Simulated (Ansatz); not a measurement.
Calculated with Ansatz (gas phase, PBE0-D4/def2-TZVP geometries, no zero-point term in ΔE). CBS: MP2 limit from def2 TZ/QZ plus the TZ coupled-cluster correction, frozen cores. This one scheme is used for every species. Functionals use def2-TZVPP. Each species was taken in one conformer, which may not be the lowest.

Consider the ligand exchange at the Al–O bond: `[OH][AlH2]` + `C[SiH2]BN` → `C[SiH2]B[NH][AlH2]` + H₂O.

Q: Is it downhill or uphill in electronic energy at CCSD(T)/CBS, and by how much? (Best estimate.)

A: Computed: Uphill: ΔE = +0.69 eV.

Q: What do these levels give: r2SCAN-D4, ωB97M-V, MP2/def2-TZVPP, HF/def2-QZVPP, HF/CBS(def2), MP2/CBS(def2)? (Estimate.)

A: The calculation gave: r2SCAN-D4 0.76, ωB97M-V 0.74, MP2/def2-TZVPP 0.72, HF/def2-QZVPP 0.81, HF/CBS(def2) 0.81, MP2/CBS(def2) 0.70 eV.

Largest T1 diagnostic among the species: 0.012.

In def2-TZVPP, CCSD(T) changes the Hartree–Fock value by −0.11 eV (the triples alone add −0.02 eV) and MP2 by −0.10 eV. The D4 term adds −0.10 eV with B3LYP and −0.06 eV with PBE0; it sums over pairs of atoms, weighted by their polarisabilities, and B3LYP, whose exchange is more repulsive, gets the larger term.

B3LYP here is the variant with VWN-RPA as its local correlation; programs differ in this.
